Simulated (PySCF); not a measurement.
CH2N, SMILES [NH][CH] (connectivity only; charge and spin as stated), neutral, multiplicity 2.

Geometry optimised at B3LYP-D3(BJ)/def2-TZVPD.

Calculation: TDA-M06-2X/def2-TZVPD run with PySCF 2.14.0.

Vertical excitations. Gas-phase values at a fixed geometry.

```json
[
 {"state": "root 1", "energy (eV)": "2.65", "λ (nm)": "468", "f": "0.001", "main pairs": "α HOMO→LUMO 98 %"},
 {"state": "root 2", "energy (eV)": "4.96", "λ (nm)": "250", "f": "0.005", "main pairs": "β HOMO→LUMO 94 %"},
 {"state": "root 3", "energy (eV)": "5.27", "λ (nm)": "235", "f": "0.005", "main pairs": "α HOMO→LUMO+1 92 %"},
 {"state": "root 4", "energy (eV)": "5.33", "λ (nm)": "233", "f": "0.041", "main pairs": "α HOMO−1→LUMO 19 %, β HOMO−1→LUMO 72 %"},
 {"state": "root 5", "energy (eV)": "5.89", "λ (nm)": "211", "f": "0.031", "main pairs": "α HOMO→LUMO+2 87 %"},
 {"state": "root 6", "energy (eV)": "6.36", "λ (nm)": "195", "f": "0.003", "main pairs": "α HOMO−1→LUMO 31 %, β HOMO→LUMO+2 55 %, β HOMO−1→LUMO 9 %"},
 {"state": "root 7", "energy (eV)": "7.03", "λ (nm)": "176", "f": "0.005", "main pairs": "α HOMO−2→LUMO 10 %, β HOMO−1→LUMO+2 85 %"},
 {"state": "root 8", "energy (eV)": "7.48", "λ (nm)": "166", "f": "0.103", "main pairs": "α HOMO→LUMO+3 92 %"},
 {"state": "root 9", "energy (eV)": "8.22", "λ (nm)": "151", "f": "0.004", "main pairs": "α HOMO→LUMO+4 71 %, β HOMO−2→LUMO 21 %"},
 {"state": "root 10", "energy (eV)": "8.27", "λ (nm)": "150", "f": "0.001", "main pairs": "α HOMO→LUMO+5 82 %"}
]
```
Unrestricted roots are not spin-pure.
